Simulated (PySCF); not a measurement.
B(H)(F)(Et) (C₂H₆BF), SMILES CCBF.

Geometry: r2SCAN-D4/def2-SVP. One conformer was computed; it need not be the lowest.

The numbers are results of PySCF 2.14.0 with TDA-B3LYP/def2-SVPD, not measurements.

Vertical excitations. 

Computed UV-visible absorptions:
| state | energy (eV) | λ (nm) | f | main pairs |
|---|---|---|---|---|
| S1 | 6.07 | 204 | 0.000 | HOMO→LUMO 98 % |
| S2 | 7.82 | 159 | 0.024 | HOMO−1→LUMO 97 % |
| S3 | 7.97 | 155 | 0.002 | HOMO→LUMO+1 99 % |
| S4 | 8.20 | 151 | 0.006 | HOMO−2→LUMO 89 % |
| S5 | 8.44 | 147 | 0.002 | HOMO→LUMO+2 73 %, HOMO−3→LUMO 23 % |
| S6 | 8.47 | 146 | 0.018 | HOMO−3→LUMO 67 %, HOMO→LUMO+2 24 % |
| S7 | 8.91 | 139 | 0.144 | HOMO→LUMO+3 98 % |
| S8 | 9.07 | 137 | 0.001 | HOMO−1→LUMO+1 96 % |
| S9 | 9.53 | 130 | 0.027 | HOMO→LUMO+4 96 % |
| S10 | 9.69 | 128 | 0.040 | HOMO−1→LUMO+2 94 % |
| T1 | 5.53 | 224 | 0 | HOMO→LUMO 97 % |
| T2 | 7.35 | 169 | 0 | HOMO−1→LUMO 88 % |
| T3 | 7.65 | 162 | 0 | HOMO−3→LUMO 59 %, HOMO−2→LUMO 20 %, HOMO−1→LUMO 10 % |
| T4 | 7.78 | 159 | 0 | HOMO→LUMO+1 94 % |
Triplets are in the Tamm–Dancoff approximation.
